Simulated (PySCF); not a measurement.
## AlBi: from constants to spectrum

UHF-CCSD(T) constants of AlBi, ³Σ⁻ (triplet), unpaired electrons π ↑↑ (Al cc-pV(D+d)Z, Bi cc-pVDZ-PP with ECP60; scalar-relativistic core potentials (PySCF 2.14); masses 26.9815 and 208.9804 u):

| Quantity | Value |
| --- | --- |
| ωe | 227.0 cm⁻¹ |
| ωexe | 0.76 cm⁻¹ |
| Be | 0.085971 cm⁻¹ |
| αe | 0.000416 cm⁻¹ |
| De to Al + Bi | 1.28 eV |

Question: What force constant and bond length do these constants imply?

Answer: Reduced mass μred = 23.896 u; k = 5.8918×10⁻⁷·μred·ωe² (u, cm⁻¹, mdyn/Å) = 0.725 mdyn/Å; Re = √(16.8576/(μred·Be)) (u, cm⁻¹, Å) = 2.865 Å.

Question: Estimate the centrifugal constant D from the Kratzer relation and find the Dunham coefficient a1.

Answer: D = 4Be³/ωe² = 4.93e-08 cm⁻¹; a1 = −1 − αeωe/(6Be²) = -3.13.

Correlated steps freeze 9 core orbitals. Correlated levels converge slowly with the basis: in double zeta they bind strong bonds too weakly, by up to about 1 eV, and carry superposition errors of some tenths. These are scalar-relativistic numbers at best; spin–orbit coupling would shift them, the dissociation energy most. The state was picked by a PBE0 search and need not be the measured ground state.
